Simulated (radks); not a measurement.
The numbers below are computed, except where a source is named.
The titanium anion Ti- inside a hard spherical wall (all orbitals vanish at R), configuration held at [Ar] 3d3 4s2 and not refilled when levels cross. Code: a radial shooting solver on a logarithmic mesh with Libxc functionals. Model: scalar-relativistic Kohn-Sham, PBE, spin-polarised, spherical densities, finite nucleus; open shells are filled with parallel spins first; Fermi nuclear charge, rms radius 3.5921 fm. Eigenvalues in eV for spin up, with the zero of energy where the potential of the charges vanishes at infinity; a dash marks a level that is unbound or too diffuse for the functional's potential to be trusted. A positive occupied level is held by the wall or, in an anion where self-interaction has pushed it up, behind a barrier. The pressure on the wall is -dE/dV.

R (bohr),E (hartree),kinetic (hartree),e(3s),e(3p),e(4s),"e(4p, empty)",e(3d),"e(5s, empty)",pressure (GPa)
20,-853.62326,860.796,-55.636,-31.992,0.151,-,1.904,-,0.00125
15,-853.62158,860.798,-55.324,-31.683,0.338,2.291,2.177,2.881,0.00650
10,-853.60912,860.846,-54.458,-30.820,0.938,3.298,2.974,5.951,0.171
7,-853.54007,861.089,-52.202,-28.580,2.699,5.850,5.010,13.659,2.67
6,-853.45471,861.357,-50.379,-26.784,4.345,8.095,6.644,20.232,8.13
5,-853.25351,861.940,-47.290,-23.769,7.669,12.463,9.467,32.612,28.9
4,-852.71309,863.418,-41.881,-18.542,15.452,22.254,14.734,58.959,131
